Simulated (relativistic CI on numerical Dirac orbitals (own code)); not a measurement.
## Ligand-field terms of d3

Computed with a parametric ligand-field model of a d^n configuration (Racah B and C, spin-orbit zeta, crystal field), exact diagonalisation.

Field parameters in Wybourne normalisation: Oh B⁴₀ = 21Dq, B⁴₄ = √(5/14) B⁴₀. The field is a parameter set, without covalency.

B = 760 cm⁻¹, C = 3590 cm⁻¹ (C/B = 4.72), Oh, no spin-orbit coupling. Tanabe-Sugano data, E/B above the lowest term (Δ = |10Dq|; b, c mark the second and third term of a kind):

```tsv
Δ/B	4A2	4T2	4T1	4T1(b)	2E	2T1	2T2
1.0	0.00	1.00	1.79	16.21	19.08	19.14	19.52
5.0	0.00	5.00	8.68	21.32	20.35	21.03	24.21
9.0	0.00	9.00	15.00	27.00	20.80	21.66	27.48
13.0	0.00	13.00	20.68	33.32	21.07	21.99	29.33
17.0	0.00	17.00	25.79	40.21	21.28	22.19	30.60
21.0	0.00	21.00	30.51	47.49	21.43	22.33	31.59
25.0	0.00	25.00	35.00	55.00	21.56	22.44	32.38
29.0	0.00	29.00	39.34	62.66	21.68	22.52	33.02
33.0	0.00	33.00	43.58	70.42	21.77	22.58	33.56
37.0	0.00	37.00	47.77	78.23	21.85	22.64	34.00
41.0	0.00	41.00	51.91	86.09	21.93	22.68	34.38
45.0	0.00	45.00	56.03	93.97	21.99	22.72	34.70
```

The ground term stays 4A2.
